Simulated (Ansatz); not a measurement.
A nudged elastic band was laid between two geometries of H$_{6}$O$_{2}$Si$_{2}$ (10 atoms, charge 0, multiplicity 1).

Computed with RKS PBE-D4/6-31G* in Ansatz.

| Item | Value |
| --- | --- |
| movable images | 9 |
| climbing image | yes |
| spring | 5.0 eV/Å² |
| optimiser | quadratic models (default) |
| start path | IDPP |
| force threshold | 0.03 eV/Å |
| iteration limit | 60 |
| end points | relaxed |

First end point:

```xyz
10
Properties=species:S:1:pos:R:3
O -1.675 1.205 0.621
Si -0.408 1.220 -0.471
O 0.247 -0.292 -0.724
Si 0.988 -1.422 0.266
H -2.476 0.741 0.310
H 0.594 2.131 0.159
H -0.842 1.685 -1.827
H 1.963 -2.196 -0.566
H -0.026 -2.368 0.838
H 1.718 -0.756 1.398
```

Last end point:

```xyz
10
Properties=species:S:1:pos:R:3
O -1.831 1.048 -0.466
Si -0.320 1.314 0.201
O 0.427 -0.094 0.693
Si 0.941 -1.474 -0.105
H -2.503 0.725 0.163
H -0.393 2.163 1.432
H 0.449 1.961 -0.904
H -0.154 -2.500 -0.145
H 2.107 -2.036 0.648
H 1.361 -1.159 -1.513
```

Problem. What changes between the two ends?

Solution. No bond is made or broken. The dihedral H6–Si2–O3–Si4 goes from 55 to -176°. The two ends are copies of one structure, up to a mirror image or an exchange of like atoms.

Problem. What energy profile does the band end with?

Solution. It converged. The highest image is number 5 of 0 to 10, 0.095 eV above the ends, which have the same energy within 2 meV. A vibrational analysis at the climbing image gives 2 clearly imaginary modes (267i, 58i cm⁻¹): a point of higher order, so a lower path passes nearby.

| image | path coordinate (Å) | energy (eV) | dihedral H6–Si2–O3–Si4 (°) |
| --- | --- | --- | --- |
| 0 | 0.00 | 0.000 | 55 |
| 1 | 0.77 | 0.004 | 44 |
| 2 | 1.55 | 0.011 | 36 |
| 3 | 2.32 | 0.019 | 21 |
| 4 | 3.09 | 0.044 | -26 |
| 5 | 3.86 | 0.095 | -61 |
| 6 | 4.65 | 0.043 | -100 |
| 7 | 5.43 | 0.018 | -145 |
| 8 | 6.22 | 0.011 | -158 |
| 9 | 7.00 | 0.005 | -165 |
| 10 | 7.79 | 0.000 | -176 |

Problem. What is the geometry of the highest image?

Solution. 
```xyz
10
Properties=species:S:1:pos:R:3
O -2.089 1.344 -0.804
Si -0.522 1.244 -0.247
O -0.157 -0.366 -0.033
Si 1.063 -1.398 0.440
H -2.523 0.478 -0.915
H -0.404 1.970 1.060
H 0.412 1.849 -1.252
H 1.430 -2.296 -0.703
H 0.585 -2.237 1.586
H 2.286 -0.639 0.871
```

Run time: 4.1 min on 1 thread of Intel(R) Xeon(R) Platinum 8375C CPU @ 2.90GHz (Ice Lake), on a shared host, peak memory 0.13 GiB.
